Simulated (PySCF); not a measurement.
Record of a relaxation.

Compound: BBiH₇P.
SMILES with atom numbers: `[PH2:1][BH2-:2][BiH3+:3]` (hydrogens: H4, H5 on P1; H6, H7 on B2; H8, H9, H10 on Bi3)

Computed by this run: PBE0-D3(BJ)/def2-SVP geometry optimisation, gas phase, def2 core potentials past Kr (PySCF 2.14.0); density fitting, grid level 1; the optimiser is geomeTRIC in internal coordinates, started from a GFN2-xTB structure with every atom displaced at random (about 0.01 Å). The frame can shift and turn from step to step; on so coarse a grid that alone can change the energy by a few meV, and forces under 0.02 eV/Å are noise.

Step 0: E = -15909.7356 eV, largest atomic force 1.338 eV/Å
```
atom  x, y, z in Å  |  force x, y, z in eV/Å
P1     -2.089    0.243   -0.149   -0.585   0.389  -0.857
B2     -0.815   -1.073   -0.514    0.038   0.034   0.087
Bi3     1.384   -0.019    0.149    0.543   0.353   0.378
H4     -1.468    1.370   -0.747   -0.131   0.200  -0.255
H5     -1.734    0.632    1.119    0.145   0.254   1.306
H6     -0.580   -1.264   -1.646    0.264  -0.182  -0.926
H7     -0.791   -1.986    0.222    0.091  -0.773   0.577
H8      1.798    1.504   -0.668   -0.132   0.055  -0.188
H9      1.216    0.857    1.699   -0.164  -0.096  -0.017
H10     3.130   -0.285    0.514   -0.070  -0.234  -0.104
```

Step 1: E = -15909.8908 eV, largest atomic force 0.292 eV/Å
```
atom  x, y, z in Å  |  force x, y, z in eV/Å
P1     -2.131    0.290   -0.137    0.145   0.152   0.203
B2     -0.813   -1.061   -0.501   -0.042   0.042   0.033
Bi3     1.405    0.020    0.192    0.072   0.064  -0.006
H4     -1.565    1.443   -0.767   -0.057  -0.065  -0.001
H5     -1.800    0.693    1.203   -0.086  -0.095  -0.207
H6     -0.552   -1.255   -1.667    0.042   0.011  -0.017
H7     -0.778   -2.007    0.253   -0.006  -0.010   0.025
H8      1.833    1.490   -0.729   -0.025  -0.052   0.010
H9      1.345    0.891    1.750   -0.011  -0.059  -0.039
H10     3.109   -0.522    0.387   -0.033   0.012  -0.001
```

Step 2: E = -15909.8946 eV, largest atomic force 0.062 eV/Å
```
atom  x, y, z in Å  |  force x, y, z in eV/Å
P1     -2.131    0.295   -0.137    0.054   0.003   0.029
B2     -0.809   -1.054   -0.496   -0.023   0.030   0.023
Bi3     1.411    0.017    0.192   -0.005  -0.036  -0.041
H4     -1.576    1.448   -0.769   -0.015  -0.005  -0.007
H5     -1.819    0.692    1.199   -0.022  -0.019  -0.029
H6     -0.540   -1.245   -1.661    0.015   0.002   0.000
H7     -0.776   -2.000    0.260   -0.015   0.001   0.005
H8      1.826    1.480   -0.734    0.003   0.020  -0.013
H9      1.353    0.875    1.749   -0.006   0.004   0.036
H10     3.112   -0.523    0.382    0.013   0.000  -0.002
```

Step 3: E = -15909.8953 eV, largest atomic force 0.050 eV/Å
```
atom  x, y, z in Å  |  force x, y, z in eV/Å
P1     -2.130    0.296   -0.138    0.013  -0.034  -0.035
B2     -0.808   -1.050   -0.492   -0.017   0.016   0.007
Bi3     1.415    0.014    0.189    0.009   0.004  -0.002
H4     -1.583    1.450   -0.772    0.000   0.009  -0.001
H5     -1.831    0.692    1.198    0.004   0.010   0.030
H6     -0.535   -1.241   -1.657    0.002  -0.003   0.004
H7     -0.779   -1.996    0.264   -0.009   0.005   0.001
H8      1.827    1.480   -0.737   -0.003  -0.002   0.009
H9      1.359    0.865    1.754    0.000  -0.009  -0.008
H10     3.117   -0.526    0.374    0.000   0.004  -0.005
```

Step 4: E = -15909.8955 eV, largest atomic force 0.029 eV/Å
```
atom  x, y, z in Å  |  force x, y, z in eV/Å
P1     -2.130    0.297   -0.139    0.000  -0.016  -0.024
B2     -0.808   -1.049   -0.490   -0.008   0.006  -0.004
Bi3     1.418    0.012    0.187    0.008  -0.005   0.001
H4     -1.586    1.452   -0.774    0.002   0.005   0.003
H5     -1.836    0.694    1.198    0.006   0.009   0.018
H6     -0.534   -1.241   -1.654   -0.002  -0.006   0.003
H7     -0.783   -1.994    0.267   -0.003   0.004   0.002
H8      1.828    1.482   -0.733   -0.003   0.003   0.005
H9      1.364    0.856    1.755    0.000  -0.002   0.001
H10     3.121   -0.527    0.367    0.000   0.002  -0.005
```

Step 5: E = -15909.8958 eV, largest atomic force under 0.02 eV/Å
```
atom  x, y, z in Å  |  force x, y, z in eV/Å
P1     -2.129    0.301   -0.140   -0.011   0.014   0.004
B2     -0.811   -1.047   -0.487    0.004  -0.007  -0.015
Bi3     1.421    0.008    0.184   -0.003  -0.006   0.007
H4     -1.586    1.456   -0.776    0.003  -0.001   0.004
H5     -1.838    0.701    1.197    0.003   0.000  -0.005
H6     -0.537   -1.243   -1.651   -0.003  -0.007   0.000
H7     -0.790   -1.991    0.271    0.004   0.003   0.005
H8      1.825    1.487   -0.726   -0.002   0.005   0.002
H9      1.371    0.840    1.759    0.003  -0.001   0.002
H10     3.126   -0.529    0.354    0.003   0.001  -0.004
```

Q: Summarise the path.

A: The energy falls by 3.69 kcal/mol from step 0 to step 5; nine tenths of that is first reached at step 1. It falls at every step. The largest force goes from 1.338 to under 0.02 eV/Å. Among the bonds P1–H5 changes most, from 1.372 to 1.426 Å; the atoms move by 0.115 Å rms after alignment.

Q: Follow the three bonds and two angles with the largest change from start to end.

A: 
| step | E above end (kcal/mol) | largest force (eV/Å) | P1–H5 (Å) | P1–B2 (Å) | B2–H6 (Å) | B2–Bi3–H10 (°) | H9–Bi3–H10 (°) |
| --- | --- | --- | --- | --- | --- | --- | --- |
| 0 | 3.69 | 1.338 | 1.372 | 1.868 | 1.172 | 146.5 | 89.3 |
| 1 | 0.11 | 0.292 | 1.438 | 1.923 | 1.210 | 136.2 | 94.8 |
| 2 | 0.03 | 0.062 | 1.428 | 1.922 | 1.211 | 136.5 | 94.8 |
| 3 | 0.01 | 0.050 | 1.424 | 1.921 | 1.212 | 136.6 | 94.8 |
| 4 | 0.01 | 0.029 | 1.425 | 1.919 | 1.211 | 136.7 | 94.7 |
| 5 | 0.00 | under 0.02 | 1.426 | 1.917 | 1.211 | 136.9 | 94.7 |

What follows is the cost of the whole optimisation. The run took 19 s wall on Arm Neoverse V2, one thread (shared host), and the process peaked at 0.40 GiB of memory.
